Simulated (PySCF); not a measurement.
Electron correlation in Sc (scandium, neutral)

[Ar] 3d1 4s2, 2D determinant. All numbers are calculated (PySCF 2.14, no relativity, point nucleus, in aug-cc-pV5Z). Frozen: [Ar]; 3 electrons correlated.

MP2 pair energies summed by pair of shells (mhartree):

```tsv
pair	energy	share (%)
4s-4s	-21.85	71.0
3d-4s	-8.95	29.0
```

Total MP2 correlation energy: -30.80 mhartree.

Same-spin part -3.33 and opposite-spin part -27.47 mhartree; SCS-MP2 scales them by 1/3 and 6/5 to -34.07 mhartree.
